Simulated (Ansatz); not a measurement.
Born–Oppenheimer molecular dynamics of H$_{9}$NOSi$_{2}$ (13 atoms, charge 0, multiplicity 1). It starts at the highest image of a converged band. Of that band: Beside the main top the profile has a ripple of under 15 meV (maxima at images 2, 5), which may be a very shallow well or noise. A structure lower than the last end lies on the path between it and the top, so the climb from that side starts below the end, which may itself be a saddle point or a shallow side well. Neighbouring images differ by up to 2.6 eV, so the band resolves the path poorly. A vibrational analysis at the climbing image gives one clearly imaginary mode, 597i cm⁻¹: a first-order saddle point.

Method: UKS B3LYP-D4/6-31G* (Ansatz).

```
ensemble                      : NVE (velocity Verlet)
time step                     : 0.5 fs
steps asked                   : 196
starting velocities drawn for : 300 K
seed                          : 5488
```

First frame:

```xyz
13
Properties=species:S:1:pos:R:3
Si -0.576 0.631 0.154
Si 0.341 -2.120 0.224
H -1.912 0.271 -0.362
H -0.378 0.264 1.579
N -0.176 2.321 0.243
H 0.578 -0.570 -1.183
O 0.411 0.455 -1.467
H 1.377 -2.153 1.311
H -0.943 -2.466 0.923
H 0.639 -3.321 -0.632
H -0.337 2.961 -0.526
H -0.284 2.789 1.134
H 1.260 0.938 -1.397
```

Task: How far do the bonds stretch over the last three quarters of this one trajectory? (Pairs bonded in most of those frames.)

Result: 
```
   bond  mean (Å)  spread (Å)  shortest  longest
Si1–Si2     2.578       0.338      2.10     3.00
 Si1–H3     1.497       0.043      1.42     1.56
 Si1–H4     1.501       0.020      1.47     1.53
 Si1–N5     1.754       0.019      1.72     1.78
 Si2–H8     1.497       0.013      1.48     1.52
 Si2–H9     1.497       0.011      1.48     1.52
Si2–H10     1.512       0.061      1.41     1.60
 N5–H11     1.013       0.006      1.00     1.03
 N5–H12     1.014       0.008      1.00     1.03
  H6–O7     0.978       0.025      0.93     1.02
 O7–H13     0.974       0.027      0.93     1.03
```

Mean temperature of the second half: 913 K. The conserved energy stayed within 0.23 meV per atom of its start (net change 0.08 meV per atom), so the integration is sound. The kinetic energy rose, since the run started high on the potential surface and went downhill. It ends in pieces (H2O + H7NSi2), so much of that is their flight and rotation, not heat. A run of 0.098 ps of so small a system gives no equilibrium averages. The orbitals were unrestricted but ended closed-shell.

The run took 12 min on 2 threads of Arm Neoverse V1 (shared host), peak memory 0.25 GiB.
